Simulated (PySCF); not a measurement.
# AlPb, PBE0: how much the basis matters

PySCF, UKS reference; quartet, unpaired electrons σ ↑, π ↑↑; De to Al + Pb without counterpoise correction.

```csv
basis,relativity,functions,Re (Å),ωe (cm⁻¹),De (eV),μ (D)
def2-SVP,scalar-relativistic core potentials,44,2.715,248,2.11,-0.34
cc-pV(D+d)Z/cc-pVDZ-PP,scalar-relativistic core potentials,46,2.717,247,2.11,-0.44
def2-SVPD,scalar-relativistic core potentials,56,2.716,246,2.12,-0.37
```

Question: How does each smaller set differ from the one with most functions, def2-SVPD?

Answer: def2-SVP: -0.1 pm, +0.8 % in ωe, -0.01 eV in De; cc-pV(D+d)Z/cc-pVDZ-PP: +0.1 pm, +0.4 % in ωe, -0.01 eV in De. All at PBE0; the set with most functions is neither the basis-set limit nor always the best.

A positive dipole means Al(−)Pb(+). Spin–orbit coupling is left out, which matters for elements this heavy, above all for dissociation energies. The state was picked by a PBE0 search and need not be the measured ground state.
